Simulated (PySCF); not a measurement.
Si(H)(F)(vinyl)(OH) (C₂H₅FOSi), SMILES C(=C)[SiH](F)O.

Coordinates come from a PBE0-D3(BJ)/def2-SVP optimisation. The structure was generated by enumeration, and PubChem lists no compound with its InChIKey, so it may never have been made. The values are those of a single conformer.

Computed with SMD-ωB97X/6-31G* (PySCF).

Solvation free energies are E(SMD) − E(gas) at the gas-phase geometry, for 1 M in both phases. In vacuum the dipole moment is 2.40 D.

| solvent | ΔG(solv) (kcal/mol) | its non-electrostatic (CDS) part | dipole (D) |
|---|---|---|---|
| water | -3.7 | 4.2 | 2.99 |
| benzene | [?] | [?] | [?] |
| n-hexane | -2.3 | -0.6 | 2.57 |

Question: Fill in the missing entries. (The exact figures need the calculation; the answer reports its results.)

Answer: 
- benzene, ΔG(solv) (kcal/mol): -2.8
- benzene, its non-electrostatic (CDS) part: -0.6
- benzene, dipole (D): 2.61
